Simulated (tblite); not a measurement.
Species: C₆H₈F₂O.
SMILES with atom numbers: `[F:1][C@@:2]12[CH2:3][CH2:4][CH2:5][CH2:6][C@:7]1([F:8])[O:9]2` (hydrogens: H10, H11 on C3; H12, H13 on C4; H14, H15 on C5; H16, H17 on C6)

Computed with GFN2-xTB (tblite), gas phase: Langevin dynamics at 300 K from the optimised GFN2-xTB geometry, time step 0.5 fs, friction 0.01 fs⁻¹, 2000 steps. The instantaneous temperature is 2·E(kin)/(3Nk) with all 3N coordinates.

```
t (fs)  T (K)  E(pot) above start (eV)  F1–C2 (Å)  C2–C3 (Å)  C3–C4 (Å)  C4–C5 (Å)  C5–C6 (Å)  C3–H10 (Å)
     0    259                    0.000      1.360      1.506      1.529      1.528      1.531       1.092
    50    195                    0.480      1.336      1.518      1.509      1.547      1.522       1.094
   100    242                    0.442      1.348      1.456      1.485      1.564      1.529       1.084
   150    262                    0.543      1.346      1.441      1.516      1.494      1.548       1.118
   200    248                    0.597      1.357      1.485      1.504      1.548      1.469       1.091
   250    241                    0.652      1.356      1.516      1.512      1.562      1.479       1.116
   300    323                    0.507      1.321      1.534      1.572      1.534      1.530       1.060
   350    301                    0.802      1.345      1.521      1.503      1.486      1.530       1.151
   400    253                    0.695      1.351      1.500      1.468      1.555      1.493       1.118
   450    269                    0.659      1.333      1.529      1.558      1.525      1.497       1.112
   500    376                    0.594      1.349      1.536      1.548      1.523      1.565       1.121
   550    331                    0.823      1.396      1.513      1.496      1.564      1.451       1.028
   600    331                    0.593      1.340      1.476      1.577      1.542      1.547       1.150
   650    416                    0.539      1.366      1.512      1.527      1.481      1.583       1.016
   700    310                    0.695      1.329      1.548      1.533      1.603      1.505       1.187
   750    281                    0.592      1.347      1.503      1.570      1.480      1.554       1.139
   800    316                    0.531      1.334      1.498      1.535      1.493      1.550       1.062
   850    380                    0.560      1.369      1.529      1.544      1.544      1.574       1.159
   900    391                    0.413      1.366      1.520      1.594      1.484      1.558       1.067
   950    301                    0.507      1.393      1.488      1.569      1.488      1.542       1.126
  1000    280                    0.696      1.443      1.477      1.539      1.546      1.487       1.066
```

Task: From 500 fs on, how do temperature and potential energy compare with equipartition?

Result: The mean temperature of these 11 frames is 338 K against the target 300 K, and the mean potential energy 0.59 eV against 45 × kT/2 = 0.58 eV for 45 classical harmonic modes. For 17 atoms in a canonical ensemble the temperature itself scatters by T·√(2/(3N)) = 59 K; here its standard deviation is 44 K. The whole run lasts only 10 friction times of 100 fs, so these averages carry a wide statistical error.

Task: What are the kinetic and total energies of the listed frame with the highest potential energy?

Result: The one at 550 fs, 0.823 eV above the start. Its kinetic energy is 3NkT/2 = 0.727 eV at 331 K, so the sum is 1.55 eV; over the listed frames the sum runs from 0.57 to 1.55 eV, since the thermostat adds and removes energy.

Task: How much do the listed bonds fluctuate from 500 fs on?

Result: 
```
  bond  at the start (Å)  mean (Å)  standard deviation (Å)
 F1–C2             1.360     1.366                   0.032
 C2–C3             1.506     1.509                   0.022
 C3–C4             1.529     1.548                   0.026
 C4–C5             1.528     1.523                   0.039
 C5–C6             1.531     1.538                   0.038
C3–H10             1.092     1.102                   0.054
```

The motion is classical and holds no zero-point motion.

The cost below is that of the whole dynamics run. Hardware: one thread of an Intel Xeon 6975P-C, on a shared host. Cost: 9.3 s, 0.18 GiB resident at most.
